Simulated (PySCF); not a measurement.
## Polarisability and C₆ of Mg²⁺ (magnesium, charge +2)

[Ne], closed-shell 1S. All numbers are calculated (PySCF 2.14, the non-relativistic Hamiltonian (point nucleus), in aug-cc-pVTZ with one added diffuse shell each of s, p, d, f type (7s6p4d3f, 66 functions)). Coupled (time-dependent) response in atomic units; α is the mean over directions.

```tsv
method	mean α (bohr³)	C₆ (like pair)	S(−4)
UHF	0.2553	0.1322	0.03731
PBE	0.2977	0.1662	0.05142
PBE0	0.2835	0.1544	0.04649
MN15	0.2779	0.1503	0.04428
```

S(−4) is the Cauchy moment in α(ω) = α(0) + S(−4) ω² + …

α(iu) at MN15:

```json
{"u (hartree)": "0", "α(iu) (bohr³)": "0.2779"}
{"u (hartree)": "0.0500", "α(iu) (bohr³)": "0.2778"}
{"u (hartree)": "0.100", "α(iu) (bohr³)": "0.2775"}
{"u (hartree)": "0.200", "α(iu) (bohr³)": "0.2761"}
{"u (hartree)": "0.300", "α(iu) (bohr³)": "0.2740"}
{"u (hartree)": "0.500", "α(iu) (bohr³)": "0.2673"}
{"u (hartree)": "0.750", "α(iu) (bohr³)": "0.2553"}
{"u (hartree)": "1.00", "α(iu) (bohr³)": "0.2404"}
{"u (hartree)": "1.50", "α(iu) (bohr³)": "0.2066"}
{"u (hartree)": "2.00", "α(iu) (bohr³)": "0.1733"}
{"u (hartree)": "3.00", "α(iu) (bohr³)": "0.1196"}
{"u (hartree)": "5.00", "α(iu) (bohr³)": "0.06071"}
```

A single London oscillator, α(iu) = α/(1 + u²/ω²), gives C₆ = (3/4) ω α². Matching the computed C₆ needs ω = 4 × 0.1503 / (3 × 0.2779²) = 2.59 hartree.

For an ion, C₆ is the dispersion term alone; charge-induced terms of lower order in 1/R come first.
